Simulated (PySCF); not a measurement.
Ionisation energy of Ge⁺ by level of theory

Ge⁺ [Ar] 3d10 4s2 4p1 (2P) → Ge²⁺ [Ar] 3d10 4s2 (1S), as a difference of total energies. Calculation: PySCF 2.14, in x2c-TZVPPall (6s5p4d1f, 48 functions); scalar relativity by spin-free X2C-1e. Correlated levels: valence and next inner shell: [Ne] frozen. The calculations carry no spin-orbit coupling.

| method | ionisation energy (eV) | error (eV) |
| --- | --- | --- |
| UHF | 15.199 | -0.590 |
| MP2 (valence and next inner shell) | 15.576 | -0.213 |
| SCS-MP2 (valence and next inner shell) | 15.520 | -0.269 |
| CCSD (valence and next inner shell) | 15.605 | -0.184 |
| CCSD(T) (valence and next inner shell) | 15.632 | -0.157 |

Reference: 15.789 eV (measured; NIST levels, between the centres of gravity of the two terms).

Errors of the correlated levels include the incompleteness of this basis and the frozen core.
